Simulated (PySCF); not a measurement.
SCF from a fresh guess for singlet Pd2Te, at the B3LYP minimum. PySCF input:

```python
from pyscf import gto, scf, dft
mol = gto.M(atom='''
Te     0.530924     1.130461     0.000000
Pd    -0.314271    -0.669155     1.492738
Pd    -0.314271    -0.669155    -1.492738''',
    basis={'Te': 'def2-SVP', 'Pd': 'def2-SVP'},
    ecp={'Te': 'def2-SVP', 'Pd': 'def2-SVP'},
    charge=0, spin=0)
mf = dft.RKS(mol, xc='B3LYP')
mf.grids.atom_grid = (50, 194)
aux = {'Te': 'def2-universal-JKFIT', 'Pd': 'def2-universal-JKFIT'}
mf = mf.density_fit(auxbasis=aux)
mf.conv_tol = 1e-08
mf.diis_space = 10
mf.max_cycle = 60
mf.init_guess = 'huckel'
mf.verbose = 4
mf.kernel()
```

Excerpt of the output (cycles and frontier levels):

```
init E= -523.728957165133
  HOMO = -0.178561962824319  LUMO = -0.170122139042275  gap/eV = 0.22966
cycle= 1 E= -523.780961078649  delta_E= -0.052  |g|= 0.906  |ddm|= 2.82
  HOMO = -0.195125701523653  LUMO = -0.140038280623024  gap/eV = 1.49901
cycle= 2 E= -522.545502499741  delta_E= 1.24  |g|= 2.03  |ddm|=  3.5
  HOMO = -0.207908870798606  LUMO = -0.168641513938202  gap/eV = 1.06852
cycle= 3 E= -523.827124175258  delta_E= -1.28  |g|= 0.598  |ddm|= 3.47
  HOMO = -0.191012340518425  LUMO = -0.169840671393548  gap/eV = 0.57611
cycle= 4 E= -523.964368513053  delta_E= -0.137  |g|= 0.106  |ddm|= 0.736
  HOMO = -0.17695863231747  LUMO = -0.153453970669936  gap/eV = 0.63959
cycle= 5 E= -523.967003307786  delta_E= -0.00263  |g|= 0.0868  |ddm|= 0.331
  HOMO = -0.188132833247  LUMO = -0.159848173588907  gap/eV = 0.76966
cycle= 6 E= -523.969436604232  delta_E= -0.00243  |g|= 0.0371  |ddm|= 0.122
  HOMO = -0.187939667962699  LUMO = -0.158254546554972  gap/eV = 0.80777
cycle= 7 E= -523.969810871907  delta_E= -0.000374  |g|= 0.0121  |ddm|= 0.0326
  HOMO = -0.188394411565266  LUMO = -0.157807537014692  gap/eV = 0.83231
cycle= 8 E= -523.969868572276  delta_E= -5.77e-05  |g|= 0.00153  |ddm|= 0.0254
  HOMO = -0.18844521585425  LUMO = -0.15771457898204  gap/eV = 0.83622
cycle= 9 E= -523.969872096542  delta_E= -3.52e-06  |g|= 0.000525  |ddm|= 0.0105
  HOMO = -0.188493291428348  LUMO = -0.157738854276707  gap/eV = 0.83687
cycle= 10 E= -523.969872483663  delta_E= -3.87e-07  |g|= 0.00026  |ddm|= 0.00376
  HOMO = -0.18849968817332  LUMO = -0.157741931080883  gap/eV = 0.83696
cycle= 11 E= -523.969872533687  delta_E= -5e-08  |g|= 2.67e-05  |ddm|= 0.00126
  HOMO = -0.188496383001662  LUMO = -0.157739387537356  gap/eV = 0.83694
cycle= 12 E= -523.969872534771  delta_E= -1.08e-09  |g|= 1.1e-05  |ddm|= 0.000138
  HOMO = -0.188498636902064  LUMO = -0.157740396853778  gap/eV = 0.83697
Extra cycle  E= -523.969872534976  delta_E= -2.05e-10  |g|= 2.04e-05  |ddm|= 8.3e-05
converged SCF energy = -523.969872534976
```

This is not the lowest solution: a stability analysis within the same restricted form found one 2.3 kJ/mol lower, at -523.97075 Eh.

At the minimum of this search the closed-shell solution is unstable towards spin polarisation, so a lower open-shell solution exists.

The search for the lowest solution, with the stability check, took 12 s on 2 threads of a shared Arm Neoverse N1 host, with 88 basis functions; the process peaked at 0.3 GiB.
